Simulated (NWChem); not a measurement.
System: CH₄ClFSi; SMILES [SiH](F)(C)Cl

Input file for NWChem:

```
start job
memory heap 200 mb stack 900 mb global 1100 mb
geometry units angstroms
  Si    -0.093071     0.403771    -0.378092
  C      1.349297     1.366102     0.267811
  F     -1.450350     0.939715     0.328436
  Cl     0.111389    -1.586224     0.113039
  H     -0.287810     0.502062    -1.844678
  H      1.237223     2.434919     0.027337
  H      2.288338     1.004996    -0.178489
  H      1.422317     1.260654     1.360829
end
basis spherical
  Si library 3-21g
  C library 3-21g
  F library 3-21g
  Cl library 3-21g
  H library 3-21g
end
dft
  xc hfexch
  iterations 150
end
driver
  maxiter 120
end
task dft optimize
task dft freq
```

Output (shortened):

```
             Northwest Computational Chemistry Package (NWChem) 7.3.0
             --------------------------------------------------------

 C1  symmetry detected

                             Geometry "geometry" -> ""
                             -------------------------

 Output coordinates in angstroms (scale by  1.889725989 to convert to a.u.)

  No.       Tag          Charge          X              Y              Z
 ---- ---------------- ---------- -------------- -------------- --------------
    1 Si                  14.0000    -0.06785155     0.39648966    -0.39222172
    2 C                    6.0000     1.41902681     1.27178230     0.27617386
    3 F                    9.0000    -1.40208275     1.01741625     0.28814681
    4 Cl                  17.0000     0.00587789    -1.60009659     0.10907757
    5 H                    1.0000    -0.23031214     0.50003492    -1.86237267
    6 H                    1.0000     1.37676090     2.34437996     0.03019427
    7 H                    1.0000     2.34196431     0.85204951    -0.15206670
    8 H                    1.0000     1.46616842     1.16688235     1.37066608

 Effective nuclear repulsion energy (a.u.)     222.4293531973

                                Z-matrix (autoz)
                                --------

 Units are Angstrom for bonds and degrees for angles

      Type          Name      I     J     K     L     M      Value
      ----------- --------  ----- ----- ----- ----- ----- ----------
    1 Stretch                  1     2                       1.85032
    2 Stretch                  1     3                       1.62130
    3 Stretch                  1     4                       2.05988
    4 Stretch                  1     5                       1.48272
    5 Stretch                  2     6                       1.10125
    6 Stretch                  2     7                       1.10063
    7 Stretch                  2     8                       1.10052
    8 Bend                     1     2     6               110.43914
    9 Bend                     1     2     7               110.66438
   10 Bend                     1     2     8               110.40082
   11 Bend                     2     1     3               109.18004
   12 Bend                     2     1     4               109.98905
   13 Bend                     2     1     5               114.40487
   14 Bend                     3     1     4               107.37007
   15 Bend                     3     1     5               107.40786
   16 Bend                     4     1     5               108.23478
   17 Bend                     6     2     7               108.46410
   18 Bend                     6     2     8               108.45881
   19 Bend                     7     2     8               108.34190
   20 Torsion                  3     1     2     6         -61.25693
   21 Torsion                  3     1     2     7         178.62481
   22 Torsion                  3     1     2     8          58.68422
   23 Torsion                  4     1     2     6        -178.83009
   24 Torsion                  4     1     2     7          61.05164
   25 Torsion                  4     1     2     8         -58.88895
   26 Torsion                  5     1     2     6          59.11822
   27 Torsion                  5     1     2     7         -61.00005
   28 Torsion                  5     1     2     8         179.05937

  xc_inp: hfexch multiplicative factor not found.

                           NWChem Geometry Optimization
                           ----------------------------

[...]

      ----------------------
      Optimization converged
      ----------------------

  Step       Energy      Delta E   Gmax     Grms     Xrms     Xmax
  ---- ---------------- -------- -------- -------- -------- --------
@    5    -883.70107546 -7.2D-07  0.00011  0.00003  0.00049  0.00103
                                     ok       ok       ok       ok

                                Z-matrix (autoz)
                                --------

 Units are Angstrom for bonds and degrees for angles

      Type          Name      I     J     K     L     M      Value     Gradient
      ----------- --------  ----- ----- ----- ----- ----- ---------- ----------
    1 Stretch                  1     2                       1.87327   -0.00010
    2 Stretch                  1     3                       1.62488    0.00005
    3 Stretch                  1     4                       2.16761    0.00002
    4 Stretch                  1     5                       1.46622    0.00011
    5 Stretch                  2     6                       1.08555    0.00003
    6 Stretch                  2     7                       1.08492    0.00001
    7 Stretch                  2     8                       1.08432    0.00000
    8 Bend                     1     2     6               111.02159   -0.00002
    9 Bend                     1     2     7               110.18892    0.00001
   10 Bend                     1     2     8               110.94985    0.00002
   11 Bend                     2     1     3               111.41849    0.00001
   12 Bend                     2     1     4               107.52121    0.00002
   13 Bend                     2     1     5               115.87962   -0.00002
   14 Bend                     3     1     4               107.12285   -0.00002
   15 Bend                     3     1     5               108.37015    0.00001
   16 Bend                     4     1     5               106.05494    0.00000
   17 Bend                     6     2     7               108.25333   -0.00002
   18 Bend                     6     2     8               108.20102   -0.00001
   19 Bend                     7     2     8               108.12588    0.00002
   20 Torsion                  3     1     2     6         -62.88027   -0.00003
   21 Torsion                  3     1     2     7         177.19733    0.00000
   22 Torsion                  3     1     2     8          57.48035   -0.00004
   23 Torsion                  4     1     2     6        -179.97681   -0.00002
   24 Torsion                  4     1     2     7          60.10079    0.00002
   25 Torsion                  4     1     2     8         -59.61619   -0.00003
   26 Torsion                  5     1     2     6          61.63127   -0.00002
   27 Torsion                  5     1     2     7         -58.29114    0.00001
   28 Torsion                  5     1     2     8        -178.00811   -0.00003

[...]

 Rotational Constants
 --------------------
 A=   0.194082 cm-1  (  0.279235 K)
 B=   0.104184 cm-1  (  0.149894 K)
 C=   0.075574 cm-1  (  0.108731 K)

 Temperature                      =   298.15K
 frequency scaling parameter      =   1.0000

 Zero-Point correction to Energy  =   33.874 kcal/mol  (  0.053981 au)
 Thermal correction to Energy     =   37.357 kcal/mol  (  0.059533 au)
 Thermal correction to Enthalpy   =   37.950 kcal/mol  (  0.060477 au)

 Total Entropy                    =   75.774 cal/mol-K
   - Translational                =   39.639 cal/mol-K (mol. weight =  97.9755)
   - Rotational                   =   26.448 cal/mol-K (symmetry #  =        1)
   - Vibrational                  =    9.687 cal/mol-K

 Cv (constant volume heat capacity) =   17.669 cal/mol-K
   - Translational                  =    2.979 cal/mol-K
   - Rotational                     =    2.979 cal/mol-K
   - Vibrational                    =   11.710 cal/mol-K

[normal modes left out]

 ----------------------------------------------------------------------------
 Normal Eigenvalue ||           Projected Infra Red Intensities
  Mode   [cm**-1]  || [atomic units] [(debye/angs)**2] [(KM/mol)] [arbitrary]
 ------ ---------- || -------------- ----------------- ---------- -----------
    1       -0.000 ||    0.002370           0.055         2.310       0.510
    2        0.000 ||    0.000502           0.012         0.489       0.108
    3        0.000 ||    0.001455           0.034         1.418       0.313
    4        0.000 ||    0.001727           0.040         1.683       0.372
    5        0.000 ||    0.000627           0.014         0.612       0.135
    6        0.000 ||    0.001998           0.046         1.948       0.430
    7      147.351 ||    0.000020           0.000         0.019       0.004
    8      195.535 ||    0.005480           0.126         5.342       1.180
    9      245.717 ||    0.012028           0.278        11.726       2.590
   10      299.565 ||    0.032532           0.751        31.714       7.005
   11      484.377 ||    0.102220           2.358        99.649      22.011
   12      722.713 ||    0.014418           0.333        14.056       3.105
   13      805.417 ||    0.187843           4.334       183.119      40.448
   14      897.475 ||    0.073746           1.701        71.892      15.880
   15      949.682 ||    0.023856           0.550        23.256       5.137
   16      997.156 ||    0.189951           4.382       185.174      40.902
   17     1063.437 ||    0.223577           5.158       217.954      48.142
   18     1507.070 ||    0.054785           1.264        53.407      11.797
   19     1617.817 ||    0.011049           0.255        10.771       2.379
   20     1621.406 ||    0.015928           0.367        15.527       3.430
   21     2410.153 ||    0.156206           3.604       152.278      33.635
   22     3195.942 ||    0.000380           0.009         0.371       0.082
   23     3267.315 ||    0.001421           0.033         1.386       0.306
   24     3278.195 ||    0.000466           0.011         0.454       0.100
 ----------------------------------------------------------------------------
```

Level: Hartree-Fock/3-21G.
